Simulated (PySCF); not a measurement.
C3H3O5S (charge -1).
Z-matrix (Å and degrees, PBE0-D3(BJ)/def2-SVP geometry), rows numbered from 1:
```
O 
C   1  1.1896
O   2  1.3664  1  126.63
C   3  1.4488  2   91.75  1   177.23
C   2  1.5117  1  139.19  3   177.37
S   5  1.8416  2  117.02  1    70.69
O   6  1.4771  5  101.32  2   164.56
O   6  1.4704  5  104.40  2   -75.27
O   6  1.4773  5  103.06  2    45.99
H   4  1.1011  3  111.09  2  -118.13
H   4  1.0986  3  111.16  2   116.84
H   5  1.0974  2  116.04  1   -57.66
```

Computed with PBE0-D3(BJ)/def2-SVP geometry optimisation, gas phase in PySCF.

Take the most abundant isotopes and a rigid rotor. The values belong to one conformer with, in the numbering `[O:1]=[C:2]1[O:3][CH2:4][C@@H:5]1[S:6](=[O:7])(=[O:8])[O-:9]`, C4–C5–S6–O7 70°.

(1) What are A, B and C (MHz)?

(2) Classify the top.

(3) What does the inertial defect say?

(4) Give the other two planar moments, Paa and Pbb, and the rms extents of the mass along the axes.

(5) Give the coordinates in the principal-axis frame, origin at the centre of mass.

(6) Where do the levels up to J = 4 lie, in cm⁻¹?

(7) Predict some low-J microwave lines.

(8) Estimate the classical rotational partition function at 25 K, 200 K and 500 K.

Results:

(1) Ia = 190.85, Ib = 417.82, Ic = 496.26 u·Å²; 505379 MHz·u·Å²/I gives A = 2648, B = 1210, C = 1018 MHz.

(2) An asymmetric top. Ray's parameter κ = (2B − A − C)/(A − C) = -0.765; −1 is the prolate and +1 the oblate limit.

(3) Not planar: Δ = Ic − Ia − Ib = -112.42 u·Å². For a rigid frame Δ = −2 Σ m c², so Σ m c² = 56.21 u·Å² lies off the ab plane: 4.67 from hydrogen and 51.54 from heavier atoms. The atom farthest from that plane is 1.83 Å away.

(4) Paa = Σ m a² = (Ib + Ic − Ia)/2 = 361.61 and Pbb = Σ m b² = (Ia + Ic − Ib)/2 = 134.65 u·Å². With the mass M = 150.97 u, the rms extents √(P/M) along a, b and c are 1.55, 0.94, 0.61 Å.

(5) The sense of each axis is arbitrary; atoms in the order of the calculation.
| atom | mass (u) | a (Å) | b (Å) | c (Å) |
| --- | --- | --- | --- | --- |
| O1 | 15.995 | -2.135 | 1.486 | -0.052 |
| C2 | 12.000 | -1.651 | 0.404 | -0.145 |
| O3 | 15.995 | -2.181 | -0.769 | 0.314 |
| C4 | 12.000 | -1.079 | -1.534 | -0.235 |
| C5 | 12.000 | -0.430 | -0.256 | -0.745 |
| S6 | 31.972 | 1.190 | 0.093 | 0.058 |
| O7 | 15.995 | 2.034 | -0.974 | -0.516 |
| O8 | 15.995 | 1.523 | 1.460 | -0.370 |
| O9 | 15.995 | 0.892 | -0.072 | 1.495 |
| H10 | 1.008 | -1.433 | -2.249 | -0.994 |
| H11 | 1.008 | -0.508 | -2.033 | 0.559 |
| H12 | 1.008 | -0.293 | -0.123 | -1.826 |

(6) Above 0(0,0):
J = 1: 1(0,1) 0.0743, 1(1,1) 0.1223, 1(1,0) 0.1287
J = 2: 2(0,2) 0.2224, 2(1,2) 0.2646, 2(1,1) 0.2837, 2(2,1) 0.4276, 2(2,0) 0.4282
J = 3: 3(0,3) 0.4430, 3(1,3) 0.4776, 3(1,2) 0.5158, 3(2,2) 0.6506, 3(2,1) 0.6535, 3(3,1) 0.9068, 3(3,0) 0.9068
J = 4: 4(0,4) 0.7346, 4(1,4) 0.7610, 4(1,3) 0.8245, 4(2,3) 0.9474, 4(2,2) 0.9560, 4(3,2) 1.2051, 4(3,1) 1.2054, 4(4,1) 1.5623, 4(4,0) 1.5623
The levels of one J sum to (2J + 1)J(J + 1)(A + B + C)/3.

(7) The dipole components (about the centre of mass, as the species is charged) are |μa| = 3.43 D, |μb| = 3.06 D, |μc| = 2.25 D. Intensities carry the squares of the components, which stand as 1.00 : 0.80 : 0.43 (a : b : c). Some lines, for components of 0.1 D or more:

```tsv
type	branch	J(Ka,Kc)	MHz	lower level (cm⁻¹)
a	Q	2(1,1) ← 2(1,2)	574	0.265
c	Q	2(1,2) ← 2(0,2)	1265	0.222
b	Q	2(1,1) ← 2(0,2)	1839	0.222
a	R	1(0,1) ← 0(0,0)	2228	0.000
b	R	2(0,2) ← 1(1,1)	3000	0.122
b	R	1(1,1) ← 0(0,0)	3666	0.000
b	Q	3(2,1) ← 3(1,2)	4128	0.516
a	R	2(0,2) ← 1(0,1)	4438	0.074
a	R	2(1,1) ← 1(1,0)	4647	0.129
b	R	3(0,3) ← 2(1,2)	5349	0.265
c	R	2(1,1) ← 1(0,1)	6277	0.074
a	R	3(0,3) ← 2(0,2)	6614	0.222
a	R	3(2,2) ← 2(2,1)	6684	0.428
a	R	3(1,2) ← 2(1,1)	6959	0.284
b	Q	3(3,0) ← 3(2,1)	7594	0.654
c	R	3(1,2) ← 2(0,2)	8798	0.222
b	R	2(2,1) ← 1(1,0)	8962	0.129
c	R	3(2,2) ← 2(1,2)	11573	0.265
b	R	3(2,1) ← 2(1,2)	11661	0.265
c	R	3(3,1) ← 2(2,1)	14365	0.428
b	R	3(3,0) ← 2(2,1)	14366	0.428
```

(8) Point group C1, symmetry number σ = 1; q = (√π/σ)·√((kT/h)³/(ABC)), k/h = 20836.6 MHz/K: 11700 at 25 K, 264000 at 200 K, 1040000 at 500 K.

No PBE0-D3(BJ)/def2-SVP frequencies stand behind this structure, so it isn't proved a minimum. These are rigid-rotor constants of the computed structure; measured ground-state constants (B0) also hold zero-point vibration.
